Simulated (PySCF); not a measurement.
Working out the ionisation energy of F⁺

F⁺ [He] 2s2 2p4 (3P) → F²⁺ [He] 2s2 2p3 (4S). All numbers are calculated (PySCF 2.14, no relativity, point nucleus, in dyall-acv3z (15s9p4d2f, 76 functions)). Frozen: nothing; the 5 highest virtual orbitals dropped. Energies in hartree (1 hartree = 27.21139 eV):

| part | F⁺ (lower) | F²⁺ (upper) |
| --- | --- | --- |
| UHF | -98.840765 | -97.613705 |
| MP2 opposite-spin | -0.163048 | -0.122794 |
| MP2 same-spin | -0.043259 | -0.036534 |

Question: What does Hartree-Fock give?

Answer: (-97.613705) − (-98.840765) = 1.227060 hartree = 33.390 eV.

Question: What do MP2 and SCS-MP2 (6/5 opposite-spin, 1/3 same-spin) give?

Answer: The opposite-spin parts differ by 1.095 eV and the same-spin parts by 0.183 eV. MP2: 33.390 + (1.095) + (0.183) = 34.668 eV. SCS-MP2: 33.390 + 1.2 × (1.095) + (0.183)/3 = 34.765 eV.

Measured between the centres of the two terms (NIST): 34.950 eV, so MP2 (valence and next inner shell) is off by -0.282 eV.

What remains against the reference includes basis incompleteness and correlation beyond second order.
